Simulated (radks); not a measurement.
The numbers below are computed, except where a source is named.
Species: Bi+. Configuration: [Hg] 6p2. Code: a radial shooting solver on a logarithmic mesh with Libxc functionals. Model: Dirac Kohn-Sham, PBE, spin-unpolarised, spherical densities, point nucleus; open shells are shared between the two j in proportion to 2j + 1; speed of light set to 274.072 atomic units (2 times the physical value, a model run).

Spin-orbit splittings of the eigenvalues, e(l+1/2) - e(l-1/2), with zeta = 2 splitting/(2l+1) and mean radii in bohr:

| shell | occ. | splitting (eV) | zeta (eV) | <r> j=l-1/2 | <r> j=l+1/2 |
|---|---|---|---|---|---|
| 2p | 6 | 475.3 | 316.9 | 0.06217 | 0.06426 |
| 3p | 6 | 105.1 | 70.04 | 0.1781 | 0.1818 |
| 3d | 10 | 27.07 | 10.83 | 0.1582 | 0.1595 |
| 4p | 6 | 25.55 | 17.03 | 0.4117 | 0.4196 |
| 4d | 10 | 5.836 | 2.334 | 0.4229 | 0.4256 |
| 4f | 14 | 1.443 | 0.4124 | 0.4331 | 0.4346 |
| 5p | 6 | 4.888 | 3.259 | 0.9648 | 0.9851 |
| 5d | 10 | 0.7606 | 0.3042 | 1.209 | 1.219 |
| 6p | 2 | ? | ? | 2.802 | 2.872 |

Estimate the 6p splitting.

Answer. 0.4606 eV (zeta = 0.3071 eV).
